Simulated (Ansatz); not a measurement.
Total energies of the cluster CuF2 from Ansatz at PBE0-D4/def2-TZVP, gas phase (1 Eh = 27.2114 eV = 2625.5 kJ/mol). The reference geometry is relaxed at PBE-D4/def2-TZVP.

```xyz
3

Cu   -0.0001   -0.0001    0.0000
F     0.0554    0.4040   -1.6892
F    -0.0553   -0.4039    1.6892
```

```tsv
state	geometry	energy (Eh)
charge 0 doublet	reference	-1839.86960
charge 1 triplet	reference	-1839.39866
charge 0 quartet	relaxed at PBE-D4/def2-TZVP	-1839.67411
free Cu atom (doublet)	–	-1640.24417
free F atom (doublet)	–	-99.67617
```

Task: Work out the vertical ionisation energy to the triplet.

Result: E(charge 1 triplet) − E(charge 0 doublet) = -1839.39866 − (-1839.86960) = 0.47094 Eh = 12.81 eV. For comparison, −ε of the highest occupied level of the spin that leaves is 10.04 eV at this level, 2.77 eV less.

Task: Which of the charge 0 states is lowest, and how far above it are the others?

Result: The doublet. quartet: -1839.67411 − (-1839.86960) = 0.19549 Eh = 513.3 kJ/mol.

Task: What is the binding energy per atom against free atoms?

Result: Atoms: 1 × (-1640.24417) + 2 × (-99.67617) = -1839.59651 Eh. Binding: -1839.59651 − (-1839.86960) = 0.27309 Eh = 7.43 eV, or 2.48 eV for each of 3 atoms (no zero-point energy, no counterpoise term).

The structure comes from a short search, and lower isomers may exist.
